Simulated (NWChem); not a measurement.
Species: C4H7N; SMILES C(=N\C)/C=C

```xyz
12

C      0.6330    -2.0974     0.0000
C     -0.5237    -1.4237     0.0000
C     -0.6301     0.0472     0.0000
N      0.3857     0.8172     0.0000
C      0.1570     2.2462     0.0000
H      1.5821    -1.5694     0.0000
H      0.6586    -3.1832     0.0000
H     -1.4693    -1.9635     0.0000
H     -1.6572     0.4510     0.0000
H      0.6390     2.6900    -0.8804
H     -0.9093     2.5310     0.0000
H      0.6390     2.6900     0.8804
```
Atoms are numbered in this order, from 1.

Computed with NWChem. All runs use the structure optimised with B3LYP/6-31G* (spherical d).

Problem. What does the run give for Hartree-Fock/def2-TZVP? Quantities: highest occupied level (eV); orbital gap (eV); dipole (D).

Solution. The highest occupied level (eV) comes out as -9.42, the orbital gap (eV) comes out as 11.85 and the dipole (D) is 1.35.
